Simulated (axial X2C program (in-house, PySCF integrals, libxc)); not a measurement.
**GeC⁺: cheaper levels and CCSD(T), with spin–orbit coupling**

Calculated with an axial X2C code built on PySCF integrals. Two-component (2c) means X2C with spin–orbit coupling and atomic mean-field two-electron Coulomb and Gaunt terms. Basis: Ge dyall-cv3z [9s9p7d4f1g], C dyall-v3z [7s6p2d1f] (cores contracted in-house); Gaussian nuclei, density fitting, unrestricted open shells. Masses: Ge 73.921 u, C 12.000 u.

State: Ω = 3/2 (⟨Sz⟩ = 1.50, ⟨Lz⟩ = 0.00 at HF); fragments Ge+ + C.

```json
{"level": "PBE0", "Re (Å)": "1.907", "ωe (cm⁻¹)": "696.7", "De (eV)": "n/a"}
{"level": "HF", "Re (Å)": "1.880", "ωe (cm⁻¹)": "772.2", "De (eV)": "n/a"}
{"level": "MP2", "Re (Å)": "1.904", "ωe (cm⁻¹)": "727.9", "De (eV)": "2.80"}
{"level": "CCSD", "Re (Å)": "1.908", "ωe (cm⁻¹)": "716.0", "De (eV)": "2.69"}
{"level": "TPSS", "Re (Å)": "1.929", "ωe (cm⁻¹)": "656.8", "De (eV)": "n/a"}
```

Correlated methods: 7 electrons correlated (number of frozen shells: Ge 3 s, 2 p, 1 d; C 1 s), 213 virtual spin orbitals or spinors in MP2, 90 natural virtuals in coupled cluster.

CCSD(T), same Hamiltonian and basis:

Re = 1.917 Å, ωe = 695.7 cm⁻¹, De = 2.83 eV; T1 = 0.046 (Lee–Taylor normalisation).

**Question.** Give the differences from CCSD(T) in the columns below.

**Answer.** 

| level | ΔRe (Å) | Δωe (cm⁻¹) | ΔDe (eV) |
| --- | --- | --- | --- |
| PBE0 | -0.010 | 1 | n/a |
| HF | -0.037 | 76 | n/a |
| MP2 | -0.013 | 32 | -0.03 |
| CCSD | -0.009 | 20 | -0.14 |
| TPSS | 0.012 | -39 | n/a |

One determinant describes the state; a PBE0 search over occupations chose it and may have missed a lower one. De is counted from the lowest determinant-based energies of the atoms at the same level, without counterpoise correction. De is not given where an atomic determinant may have missed its ground term or J level, or where the truncated virtual space spoils (T). Density functionals use the spin component along the axis (collinear). Coupled cluster ran in a truncated set of natural virtual spinors; the MP2 energy of the rest was added. (T) has no such correction and the atoms are truncated less, which lowers De at CCSD(T) by a hundredth of an eV or more. The 2c atoms are single determinants rather than J levels; their spin–orbit lowering is only partly caught, and De is too large by that part. This holds for MP2, CCSD, CCSD(T). The functionals have no current-density term, which raises determinants with orbital currents, atoms included. With several unpaired electrons one determinant need not be a pure state. This is the top spin component of a Σ state; components of lower Ω are not single determinants and can lie lower. The T1 diagnostic is large, a sign of multireference character. With the outer-core shells frozen, correlated bond lengths of heavy atoms tend to come out a few hundredths of an ångström too long.
